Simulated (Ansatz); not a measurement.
Relaxation of Ge2H8OS (12 atoms, charge 0, multiplicity 1), to a largest force component of 0.03 eV/Å in at most 50 steps.

Method: RKS PBE0-D4/def2-SVP (Ansatz).

```xyz
12
Properties=species:S:1:pos:R:3:forces:R:3
Ge -0.341 -0.272 0.189 -0.04 -0.21 -0.23
Ge -0.049 -0.194 2.575 -0.04 -0.22 0.25
H -0.855 -1.320 3.259 0.00 0.00 -0.01
H 1.424 -0.341 2.992 -0.02 0.01 -0.01
H -0.592 1.147 3.106 -0.01 -0.01 0.01
H 0.950 -0.601 -0.588 0.02 0.00 0.02
O -0.936 1.361 -0.242 -0.06 0.14 -0.10
H -1.193 1.434 -1.170 0.05 -0.02 0.11
H -1.425 -1.297 -0.233 -0.01 0.00 0.03
S 1.735 2.373 0.979 -0.56 0.07 0.40
H 2.462 2.383 2.120 0.00 0.01 -0.03
H 0.542 2.342 1.668 0.68 0.22 -0.44
```

Task: Where does it end, and by what steps?

Result: It converged. The force dipped under the threshold on the way, but the program's further checks kept it going. After 37 steps the energy has fallen by 0.198 eV; H11 moved furthest, 1.81 Å.

| step | energy less start (eV) | largest force component (eV/Å) | accepted |
| --- | --- | --- | --- |
| 0 | 0.0000 | 0.677 | yes |
| 2 | -0.0657 | 0.199 | yes |
| 4 | -0.0798 | 0.123 | yes |
| 6 | -0.0935 | 0.517 | yes |
| 8 | -0.1179 | 0.304 | yes |
| 10 | -0.1446 | 0.642 | yes |
| 12 | -0.0985 | 0.854 | no |
| 14 | -0.1778 | 0.314 | no |
| 16 | -0.1851 | 0.035 | yes |
| 18 | -0.1859 | 0.084 | yes |
| 20 | -0.1877 | 0.049 | yes |
| 22 | -0.1888 | 0.113 | yes |
| 24 | -0.1899 | 0.156 | yes |
| 26 | -0.1912 | 0.101 | yes |
| 28 | -0.1933 | 0.173 | yes |
| 30 | -0.1950 | 0.071 | yes |
| 32 | -0.1965 | 0.067 | yes |
| 34 | -0.1970 | 0.140 | yes |
| 36 | -0.1978 | 0.046 | yes |
| 37 | -0.1981 | 0.013 | yes |

```xyz
12
Properties=species:S:1:pos:R:3
Ge -0.609 -0.335 0.280
Ge 0.139 -0.459 2.580
H -0.480 -1.753 3.154
H 1.666 -0.552 2.675
H -0.397 0.736 3.381
H 0.098 -1.361 -0.635
O -0.220 1.323 -0.322
H -0.414 1.443 -1.258
H -2.137 -0.535 0.160
S 1.971 2.765 1.650
H 0.988 3.415 2.306
H 1.117 2.327 0.685
```

Whether the end is a true minimum wasn't checked by a vibrational analysis.

Run time: 110 s on 4 threads of Arm Neoverse V1 (shared host), peak memory 0.42 GiB.
